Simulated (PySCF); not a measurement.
## Substituent effects on chemical shifts

Parent skeleton `[NH2:1][SiH2:2][SiH3:3]`; one hydrogen on atom 1 is replaced by X. Hydrogens on one atom are averaged.

PySCF calculation with σ from GIAO-PBE0/pcSseg-1 and coordinates at the PBE0-D3(BJ)/def2-SVP level; no solvent model, one computed conformer, relativity neglected, equivalent nuclei averaged.

δ = σ(ref) − σ, references computed at the same level: ¹⁵N against NH3; ²⁹Si and ¹H against TMS.

Parent (X = H): N1 -1.5, Si2 -49.4, Si3 -107.6, H(Si2) 4.96, H(Si3) 3.47 ppm. Effects are Δδ = δ(X) − δ(H), positive for deshielding.

Task: Give Δδ (ppm) for X = CH3, BMe2, CH2CF3, CHO.

Result: 
| X | SMILES | N1 | Si2 | Si3 | H(Si2) | H(Si3) |
| --- | --- | --- | --- | --- | --- | --- |
| CH3 | CN[SiH2][SiH3] | +4.7 | +3.4 | -4.5 | -0.03 | +0.03 |
| BMe2 | CB(C)N[SiH2][SiH3] | +98.8 | -0.2 | +2.1 | +0.03 | +0.03 |
| CH2CF3 | FC(F)(F)CN[SiH2][SiH3] | +11.8 | +11.0 | -1.2 | +0.00 | +0.01 |
| CHO | O=CN[SiH2][SiH3] | +119.8 | -8.6 | +3.1 | -0.37 | +0.40 |

Task: Which position responds most, and to which substituents?

Result: N1: from +4.7 ppm with CH3 to +119.8 ppm with CHO.

Experimental scales use liquid or dissolved standards, which lie at an offset from isolated NH3 (liquid NH3: subtract about 20 ppm).
